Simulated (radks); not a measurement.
Values are calculated unless marked as measured or tabulated.
The xenon ion Xe2+, 52 electrons, occupied as [Kr] 4d10 5s2 5p3 7p1 (not the ground configuration).

Level of theory: Dirac Kohn-Sham, PBE, spin-unpolarised, spherical densities, point nucleus; open shells fill j = l - 1/2 first (a radial shooting solver on a logarithmic mesh with Libxc functionals).

Energy parts (hartree):
total: -7448.17540
kinetic: 7913.66272
electron-nucleus: -18056.97398
Hartree: 2881.36479
exchange-correlation: -186.22892

Orbitals (lengths in bohr, moments of r in powers of bohr; <r^-3> diverges for s and p1/2; r(90%) holds 90 % of the orbital's charge):
| orbital | occ. | eigenvalue (hartree) | r(90%) | <r^2> | <1/r> | <r^-3> |
|---|---|---|---|---|---|---|
| 1s1/2 | 2 | -1263.341 | 0.0480 | 0.0009636 | 58.12 | - |
| 2s1/2 | 2 | -197.4668 | 0.177 | 0.01543 | 13.59 | - |
| 2p1/2 | 2 | -185.5806 | 0.158 | 0.01139 | 13.57 | - |
| 2p3/2 | 4 | -173.6500 | 0.166 | 0.01267 | 12.47 | 5569 |
| 3s1/2 | 2 | -41.25738 | 0.450 | 0.1072 | 4.860 | - |
| 3p1/2 | 2 | -36.31879 | 0.445 | 0.1019 | 4.770 | - |
| 3p3/2 | 4 | -34.05254 | 0.462 | 0.1099 | 4.499 | 1082 |
| 3d3/2 | 4 | -25.36666 | 0.438 | 0.09194 | 4.355 | 174.1 |
| 3d5/2 | 6 | -24.88772 | 0.443 | 0.09424 | 4.286 | 160.5 |
| 4s1/2 | 2 | -8.32830 | 1.03 | 0.5796 | 1.968 | - |
| 4p1/2 | 2 | -6.57948 | 1.09 | 0.6326 | 1.860 | - |
| 4p3/2 | 4 | -6.12695 | 1.13 | 0.6802 | 1.772 | 216.5 |
| 4d3/2 | 4 | -3.29693 | 1.31 | 0.8758 | 1.531 | 27.26 |
| 4d5/2 | 6 | -3.22350 | 1.33 | 0.8973 | 1.510 | 24.90 |
| 5s1/2 | 2 | -1.69521 | 2.51 | 3.437 | 0.7504 | - |
| 5p1/2 | 2 | -1.25274 | 2.85 | 4.372 | 0.6598 | - |
| 5p3/2 | 1 | -1.19083 | 2.95 | 4.687 | 0.6336 | 29.66 |
| 7p1/2 | 1 | -0.23286 | 11.3 | 75.58 | 0.1595 | - |
| 7p3/2 | 0 | -0.22786 | 11.5 | 77.65 | 0.1584 | 2.488 |

The highest occupied level is 7p1/2 at -6.337 eV. Summed over all electrons, <r^2> = 111.8 bohr^2, which gives a Langevin (diamagnetic) susceptibility term of -88.6 x 10^-6 cm^3/mol. The density falls to 0.001 e/bohr^3 at r = 3.82 bohr.
